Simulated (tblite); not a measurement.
Compound: C5H10GeO.
Geometry (GFN2-xTB, Å), atoms numbered from 1 in this order:
```
atom  x, y, z in Å
C1    -2.1928    1.0029   -0.7908
C2    -1.3223    0.1326    0.0310
C3    -1.3747   -0.4236    1.2402
C4    -0.0153   -1.0604    1.1523
C5     0.0405   -0.4590   -0.2811
O6     1.0360    0.4860   -0.5567
Ge7    2.7636    0.2940   -0.4545
H8    -1.6276    1.8692   -1.1325
H9    -3.0540    1.3341   -0.2155
H10   -2.5404    0.4638   -1.6727
H11   -2.1109   -0.4411    2.0234
H12    0.0195   -2.1489    1.2043
H13    0.7323   -0.6334    1.8208
H14    0.0168   -1.2276   -1.0645
H15    3.2352   -0.8248   -1.3454
H16    3.1977    1.6354   -0.9290
H17    3.1893    0.0128    0.9607
```

Computed values, GFN2-xTB/tblite, gas phase, harmonic and unscaled. The method is semi-empirical: single wavenumbers can be off by several per cent or more. Modes of hydrogen on germanium can be 10 to 20 % off. One conformer, not necessarily the lowest.

Harmonic wavenumbers (cm⁻¹): 34.7, 96.6, 112.3, 124.0, 171.1, 189.7, 306.6, 415.0, 440.2, 568.6, 599.6, 630.7, 682.3, 757.0, 785.7, 794.5, 832.8, 868.6, 945.7, 980.7, 998.4, 1014.6, 1031.8, 1075.2, 1128.6, 1164.8, 1194.2, 1224.3, 1271.3, 1304.6, 1388.1, 1445.0, 1462.8, 1472.0, 1729.3, 1918.0, 1973.3, 2097.9, 2860.1, 2968.4, 2979.0, 2993.8, 3016.9, 3037.9, 3117.1.

A = 4300, B = 844.2, C = 737.0 MHz; mass 159.994 u (most abundant isotopes); point group C1, symmetry number 1.

**Question.** What is the zero-point energy?

**Answer.** Half the sum of the wavenumbers: 28102 cm⁻¹ = 336.17 kJ/mol.

**Question.** What is S at 298.15 K and 1 bar for an ideal gas of classical rigid rotors and harmonic oscillators?

**Answer.** Translation 172.15, rotation 122.07, vibration 111.55: S = 405.8 J/(mol K).

**Question.** And Cp and H(298.15 K) − H(0)?

**Answer.** Cp = 146.39 J/(mol K), of which vibrations give 113.13 (their classical limit is 45 R = 374.2); H(298.15 K) − H(0) = 26.99 kJ/mol without the zero-point energy, 17.07 from vibrations.

**Question.** What must be added to the electronic energy to get the Gibbs energy at 298.15 K and 1 bar?

**Answer.** ZPE + [H(298.15 K) − H(0)] − T·S = 336.17 + 26.99 − 120.98 = 242.18 kJ/mol.

**Question.** Blend soft modes into free rotors: weight 1/[1 + (100 cm⁻¹/ν̃)⁴] for the oscillator and the rest for a rotor with moment μB/(μ + B), μ = h/(8π²ν), B = 10⁻⁴⁴ kg m². What vibrational entropy results?

**Answer.** 102.10 J/(mol K) in place of 111.55, which changes −T·S at 298.15 K by +2.82 kJ/mol.

Hindered rotation and anharmonicity are outside this model. Other conformers, if any are populated, would add a mixing term that is left out. The structure is chiral; the term R ln 2 for an equal mix with its mirror image is left out.
